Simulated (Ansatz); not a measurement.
Relaxation of CH₅NOSeSi (10 atoms, charge 0, multiplicity 1), to a largest force component of 0.02 eV/Å in at most 50 steps.

The calculation used Ansatz, RKS revPBE-D4/def2-SVP.

```xyz
10
Properties=species:S:1:pos:R:3
N -1.033 -1.301 0.766
C -0.456 -0.605 -0.389
O 0.892 -0.372 -0.149
Si 1.004 1.342 -0.297
Se -1.248 1.174 -0.703
H -0.612 -2.164 0.892
H -0.862 -0.683 1.613
H -2.636 1.248 -1.341
H 1.237 2.006 1.028
H 1.694 1.762 -1.451
```

Task: Where does it end, and by what steps?

Result: It converged. After 23 steps the energy has fallen by 3.902 eV; H7 moved furthest, 1.77 Å. Parted: Si4–Se5.

```csv
step,energy less start (eV),largest force component (eV/Å),accepted
0,0.0000,4.311,yes
1,-1.1339,1.532,yes
2,-1.5844,0.610,yes
3,-1.7002,0.554,yes
4,-1.8267,0.796,yes
5,-2.0132,0.961,yes
6,-2.2296,1.296,yes
7,-2.5619,1.527,yes
8,-2.8902,1.648,yes
9,-3.1541,1.819,yes
10,-3.3064,2.180,yes
11,-3.4890,1.465,yes
12,-3.6340,0.952,yes
13,-3.7484,0.516,yes
14,-3.7958,0.478,yes
15,-3.8436,0.333,yes
16,-3.8934,0.282,yes
17,-3.8949,0.277,yes
18,-3.8827,0.292,no
19,-3.9004,0.133,yes
20,-3.9005,0.141,yes
21,-3.9015,0.048,yes
22,-3.9017,0.032,yes
23,-3.9017,0.006,yes
```

```xyz
10
Properties=species:S:1:pos:R:3
N -1.019 -1.244 0.553
C -0.516 -0.086 0.100
O 0.735 0.132 0.174
Si 1.241 1.840 -0.525
Se -1.654 1.274 -0.670
H -0.390 -1.940 0.954
H -2.022 -1.423 0.495
H -2.842 0.299 -0.395
H 2.077 2.251 0.691
H 2.371 1.304 -1.410
```

Time of the run: 86 s on 2 threads of Arm Neoverse V1, on a shared host, peak memory 0.18 GiB.
